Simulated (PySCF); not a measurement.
Cl3Ga, SMILES [Ga+]([Cl])([Cl])[Cl] (connectivity only; charge and spin as stated), charge +1, multiplicity 2.

Geometry: PBE0-D3(BJ)/def2-SVP.

Two levels are set side by side: PBE/def2-TZVPD (PySCF) and M06-2X/def2-TZVPD (PySCF). Same geometry, gas phase. Differences are taken from unrounded values.

| quantity | M06-2X | PBE | PBE minus M06-2X |
|---|---|---|---|
| α-spin orbital gap (eV) | 9.17 | 4.52 | -4.65 |
| β-spin orbital gap (eV) | 5.06 | 0.71 | -4.35 |
| mean polarisability (bohr³) | 69.7 | 69.5 | -0.2 |

Rough cost on one machine, each run with all the roots and properties that it gave: M06-2X against PBE within a factor of 2.
